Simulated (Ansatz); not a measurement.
Z-matrix (Å, degrees):
```
C
Si 1 1.865
H 1 1.092 2 110.4
H 1 1.093 2 110.4 3 -119.8
H 1 1.092 2 110.9 3 120.0
C 2 1.874 1 118.5 3 41.3
Ge 2 2.299 1 122.8 3 -25.6
H 2 1.485 1 113.6 3 -178.6
H 6 1.087 2 118.7 1 137.1
H 6 1.088 2 118.0 1 -3.2
H 7 1.530 2 123.5 1 -159.6
H 7 1.532 2 122.6 1 10.2
```

Charge 0, multiplicity 1.

Q: List the PBE/def2-TZVPP orbital energies in eV (Ansatz 0.2.0). (Best estimate.)

A: The calculation gave: Occupied: -10804.01, -1779.50, -1337.39, -1190.81, -1190.80, -1190.79, -268.83, -268.58, -161.96, -137.23, -113.41, -113.38, -113.37, -93.99, -93.95, -93.94, -29.25, -29.24, -29.20, -29.16, -29.14, -17.67, -16.88, -12.97, -11.72, -10.42, -10.11, -9.92, -9.04, -8.14, -7.96, -6.37, -5.37. Lowest empty: -0.74, -0.42, -0.08, 0.38, 0.71, 1.29, 1.72, 1.99.
